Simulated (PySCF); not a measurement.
CH4Al (calculated)

Calculation on a computer-drawn molecule: vertical ionisation energy to the stated ion spin, frozen-core CCSD(T) at the basis limit and cheaper methods, single-reference cases, UHF for radicals, no spin-orbit; all values are single points at the evaluated structure, the first of each entry, which is the reference or a displaced copy of it and isn't optimised; the reference structure only sets the zero of the energies above reference; triples share is (T) over the correlation energy. Program: PySCF 2.14.0.

```yaml
- formula: CH4Al
  evaluated_structure:
    atoms_angstrom:
      - [C, 0.2914, 2.089, 2.8895]
      - [Al, -0.5033, 0.2754, 2.4282]
      - [H, 0.5431, 2.43, 3.8786]
      - [H, 0.3082, 2.9615, 2.089]
      - [H, -0.6398, -0.8791, 3.41]
      - [H, -1.0685, -0.0599, 0.7963]
  reference_structure:
    atoms_angstrom:
      - [C, 0.2217, 2.1296, 2.8203]
      - [Al, -0.4804, 0.3893, 2.3623]
      - [H, 0.5641, 2.4071, 3.8173]
      - [H, 0.3226, 2.9532, 2.1134]
      - [H, -0.582, -0.7333, 3.4714]
      - [H, -0.9501, 0.0965, 0.8811]
  given:
    charge: 0
    multiplicity: 2
    ion_multiplicity: 1
    diffuse_functions: "no"
    basis: "cc-pV(n+d)Z"
    reference_is: "the Hartree-Fock double-zeta minimum"
    best_is: "HF at quadruple zeta + MP2 correlation extrapolated from triple and quadruple zeta + CCSD(T) minus MP2 at triple zeta"
    basis_step_is: "the size of the change from the same recipe one zeta lower"
    drawn_bonds_atom: [1, 1, 1, 2, 2]
    drawn_bonds_other_atom: [2, 3, 4, 5, 6]
    drawn_bonds_order: [1, 1, 1, 1, 1]
  results:
    "total_energy_CCSD(T)_triple_zeta [hartree]": null
```

## Withheld values
1. CH4Al: total energy CCSD(T) triple zeta?
2. Give the table of triple zeta values for CH4Al.

Calculated values
1. -282.3413 hartree
2. 
Triple zeta:
```csv
method,ionisation energy (eV),energy above reference (kcal/mol)
HF,8.727,11.15
PBE,9.537,8.697
r2SCAN,9.783,10.01
B3LYP,9.583,10.14
wB97X,9.499,10.59
MP2,9.481,10.71
CCSD,9.369,10.14
CCSD(T),9.431,9.893
```

Further results for CH4Al:

```
ionisation energy best                         : 9.498 eV
ionisation energy basis step                   : 0.0232 eV
energy above reference best                    : 10.24 kcal/mol
energy above reference basis step              : 0.1919 kcal/mol
total energy HF triple zeta                    : -282.0683 hartree
total energy best                              : -282.3725 hartree
T1 diagnostic at triple zeta                   : 0.01211
D1 diagnostic at triple zeta                   : 0.03422
spin squared at triple zeta                    : 0.7614
ion T1 diagnostic at triple zeta               : 0.01012
ion D1 diagnostic at triple zeta               : 0.02412
triples share at triple zeta                   : 0.02906
basis functions triple zeta                    : 125
dipole magnitude HF at triple zeta             : 1.009 debye
dipole magnitude CCSD unrelaxed at triple zeta : 1.012 debye
dipole magnitude PBE at triple zeta            : 1.158 debye
dipole magnitude r2SCAN at triple zeta         : 1.122 debye
dipole magnitude B3LYP at triple zeta          : 1.102 debye
dipole magnitude wB97X at triple zeta          : 1.084 debye
```
